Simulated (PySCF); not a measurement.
A GIAO shielding run with PySCF (density fitting, non-relativistic, gas phase) on SMILES [SiH3]SC1=C[C@@]2([SiH3])C=C[C@@H]12, C6H10SSi2:

```
$ OMP_NUM_THREADS=1 python probes_run.py task.json out

{"job": {"kind": "nmr", "xc": "PBE0", "basis": "pcSseg-1"}, "charge": 0, "multiplicity": 1}
Si     3.582991    -0.450508    -0.319141
S      2.365409     1.247533     0.185590
C      0.766817     0.565192     0.038682
C      0.244469    -0.626108    -0.262048
C     -1.183804    -0.149167    -0.107637
Si    -2.396825    -0.360054    -1.533953
C     -1.661977    -0.181583     1.329154
C     -1.147055     1.004060     1.637491
C     -0.562696     1.239755     0.268559
H      4.924677     0.097793    -0.230412
H      3.224648    -0.873705    -1.667293
H      3.328720    -1.502888     0.656575
H      0.649657    -1.594896    -0.484477
H     -1.738157     0.064414    -2.769418
H     -3.575293     0.464714    -1.265847
H     -2.768564    -1.774423    -1.617503
H     -2.195675    -0.940459     1.870204
H     -1.100236     1.607688     2.524409
H     -0.766911     2.171892    -0.245232
```

Hardware: 1 thread of an Arm Neoverse N1, shared host. The job also computes population analyses, field gradients, ring-centre shieldings.

Q: How large is the calculation?

A: 90 electrons, 224 basis functions and 1229 auxiliary functions.

Q: How long does it take, and how much memory does it need?

A: 120 s of wall time, with 14 SCF cycles and 5 response iterations; peak memory 1.1 GiB. Times on a shared host scatter by some tens of per cent.
